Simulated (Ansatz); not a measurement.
`CC[SiH2]C` + `[NH2][ZnH]` → `C[SiH2][NH][ZnH]` + ethane  (ligand exchange at the Si–C bond)

Isolated molecules relaxed with PBE0-D4/def2-TZVP in Ansatz; ΔE leaves out vibrations. CBS: MP2 limit from def2 TZ/QZ plus the TZ coupled-cluster correction, frozen cores. This one scheme is used for every species. DFT in def2-TZVPP. HSE06 is defined as in plane-wave codes. For Zn outer-core shells are correlated without core-valence functions, which leaves a few kJ/mol of doubt a bond. Scalar relativity is left out up to krypton. One conformer a species, not always the lowest.

Is it downhill or uphill in electronic energy at CCSD(T)/CBS, and by how much? (Best estimate.)

The calculation gave: Downhill: ΔE = -77.4 kJ/mol.

What do these levels give: BHLYP-D4, B2PLYP, r2SCAN, PBE0, HSE06, BHLYP, CAM-B3LYP, HF/def2-SVP, SCS-MP2/def2-TZVPP, CCSD(T)/def2-TZVPP, MP2/def2-QZVPP, MP2/CBS(def2)? (An estimate is asked.)

The calculation gave: BHLYP-D4 -84.1, B2PLYP -79.6, r2SCAN -77.5, PBE0 -72.7, HSE06 -72.8, BHLYP -83.0, CAM-B3LYP -78.8, HF/def2-SVP -98.3, SCS-MP2/def2-TZVPP -81.9, CCSD(T)/def2-TZVPP -78.9, MP2/def2-QZVPP -79.2, MP2/CBS(def2) -78.4 kJ/mol.

Largest T1 diagnostic among the species: 0.016.

At CCSD(T), def2-SVP lies −13.3 kJ/mol from the extrapolated value and def2-TZVPP −1.5 kJ/mol. From PBE to PBE0 (25 % exact exchange), in def2-TZVPP and without D4, ΔE moves by −4.4 kJ/mol. In def2-TZVPP, CCSD(T) changes the Hartree–Fock value by +11.5 kJ/mol (the triples alone add +1.0 kJ/mol) and MP2 by +10.5 kJ/mol.
